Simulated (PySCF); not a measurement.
Al(Me)2(H) (C2H7Al), SMILES [AlH]([CH3])[CH3]. Atoms are numbered in the order given.

```xyz
10

Al     0.0000     0.0000     0.5081
C      1.7227     0.0004    -0.4253
H      2.3160    -0.8917    -0.1543
H      1.6292     0.0185    -1.5234
H      2.3343     0.8702    -0.1253
C     -1.7227    -0.0004    -0.4253
H     -2.3160     0.8917    -0.1543
H     -1.6292    -0.0185    -1.5234
H     -2.3343    -0.8702    -0.1253
H      0.0000     0.0000     2.1033
```
Charge 0, spin multiplicity 1.

Coordinates come from a ωB97X-D3(BJ)/def2-SVP optimisation. The isomer is the one that the SMILES or the coordinates give; other isomers of the formula were not compared.

Method: C-PCM-B3LYP/def2-SVP (PySCF).

The values are the electrostatic part of the solvation free energy, E(continuum) − E(gas) at the gas-phase geometry, in a cavity of scaled van der Waals radii (PySCF's table); cavitation and dispersion terms are not included. A continuum can't describe solvent molecules that bind to the metal. In vacuum the orbital gap is 6.50 eV. The dipole moment in vacuum is 0.67 D.

```csv
solvent,ε,ΔG(elec) (kcal/mol),dipole (D),gap (eV)
water,78.36,-3.4,0.88,6.77
dimethylsulfoxide,46.83,-3.4,0.88,6.76
n-hexane,1.88,-1.5,0.75,6.62
```
